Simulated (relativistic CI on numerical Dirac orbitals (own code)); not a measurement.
**Hyperfine structure of Lu³⁶⁺, mass number 173**

Calculated at this level of theory: Dirac-Coulomb-Breit CI, orbitals from a KLI potential per configuration, a model potential for QED, unscaled Slater integrals (own radial code, finite nucleus).

Configuration list (outside the closed core [Ar] 3d10): 4s²4p⁵, 4s4p⁶, 4s²4p⁴4d, 4s4p⁵4d, 4s²4p⁴4f, 4s4p⁵4f, 4p⁶4d, 4s4p⁴4d², 4s²4p³4d4f, 4p⁶4f, 4p⁵4d², 4p⁴4d³, 4p⁴4d²4f. Double excitations out of closed p, d and f shells are left out; levels of such configurations are missing from the list, as are those of other unlisted configurations, and high levels can miss mixing partners.

Nuclear spin I = 7/2, μ = 2.273 μN, Q = 3.53 b (tables of Stone and Pyykkö). The electronic factors are computed for point nuclear moments, without core polarisation or the Bohr-Weisskopf and QED corrections.

| Level | E (eV) | A (GHz) | B (GHz) |
| --- | --- | --- | --- |
| 4s²4p⁵ ²P°3/2 | 0.000 | 31.38 | -338 |
| 4s²4p⁵ ²P°1/2 | 74.034 | 258.9 |  |
| 4s²4p⁴4d ²D3/2 | 150.004 | 15.81 | 171 |
| 4s²4p⁴4d ⁴F9/2 | 154.951 | 17.22 | 112 |
| 4s4p⁶ ²S1/2 | 175.437 | 462.5 |  |

Levels with J = 0, under 50 % of one LS term, or S terms without an open s electron are left out. Small factors come from cancelling terms and can be off by tens of per cent or more.

At this charge energies of transitions that change n are usually good to better than 1 %, and those within a shell (Δn = 0) to a few per cent.

**Question.** Give the hyperfine levels of 4s²4p⁵ ²P°1/2 relative to its centre of gravity.

**Answer.** With K = F(F + 1) − I(I + 1) − J(J + 1), E = AK/2: F = 3: -582.4, F = 4: 453 GHz.

LS names give the leading component of a level, which can be under half, so a name can repeat, a term be missing and a line seem to break the LS rules.
